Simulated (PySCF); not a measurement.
# Spinor energies of Tm (thulium, neutral)

Start: [Xe] 4f13 6s2; 4f5/2 filled at m_j = -3/2, -1/2, +1/2, +3/2, +5/2; 4f7/2 filled at m_j = -7/2, -5/2, -3/2, -1/2, +1/2, +3/2, +5/2, +7/2. Calculated with PySCF 2.14 in x2c-SVPall-2c with one added diffuse shell each of s, p, d, f type (8s11p10d4f1g, 128 functions): generalised Hartree-Fock with the X2C-1e Hamiltonian and a Gaussian nucleus; one run each with spin-orbit coupling (SO) screened by Boettger's factors, then bare. This is a chosen level, not necessarily the ground level.

```
spinor shell  electrons  ε, screened SO (eV)  ε, bare SO (eV)  weight of nominal j (bare SO)  rms radius, bare SO (bohr)
       1s1/2          2             -59675.3         -59674.4                          1.000                      0.0227
       2s1/2          2             -10196.5         -10196.2                          1.000                      0.0918
       2p1/2          2              -9700.8          -9725.0                          1.000                      0.0781
       2p3/2          4              -8714.7          -8706.4                          1.000                      0.0853
       3s1/2          2              -2346.6          -2346.6                          1.000                       0.235
       3p1/2          2              -2127.9          -2133.1                          1.000                       0.226
       3p3/2          4              -1915.9          -1914.2                          1.000                       0.241
       3d3/2          4              -1546.7          -1551.6                          1.000                       0.214
       3d5/2          6              -1501.4          -1498.4                          1.000                       0.218
       4s1/2          2              -489.32          -489.36                          1.000                       0.530
       4p1/2          2              -399.34          -400.61                          1.000                       0.542
       4d3/2          4              -202.68          -203.73                          0.996                       0.611
       4d5/2          6              -195.35          -194.76                          0.997                       0.625
       5s1/2          2              -64.759          -64.776                          1.000                        1.33
       5p1/2          2              -37.657          -37.804                          0.996                        1.51
       5p3/2          4              -31.726          -31.696                          0.998                        1.64
       4f5/2          5              -14.235          -14.828                          0.975                       0.874
       4f7/2          8              -13.180          -12.813                          0.984                       0.906
       6s1/2          2               -5.278           -5.279                          1.000                        4.60
```

Task: Where does 4p3/2 lie, and what is the 4p spin-orbit splitting (bare SO)?

Result: At -351.43 eV, 49.184 eV above 4p1/2.

```
   quantity   screened SO       bare SO
E (hartree)  -13568.65557  -13569.46336
        M_J           5/2           5/2
       ⟨J²⟩         8.791         8.770
       ⟨L²⟩        12.107        12.118
       ⟨S²⟩         0.849         0.860
```

Each row is a mean over spinors that exchange with the open shell spreads, by up to 8.762 eV (4d3/2).

Breit and QED terms are absent; they matter most for the inner s and p1/2 levels.

Densities and radii are taken from the X2C orbitals without a picture-change correction, which distorts them close to the nucleus.
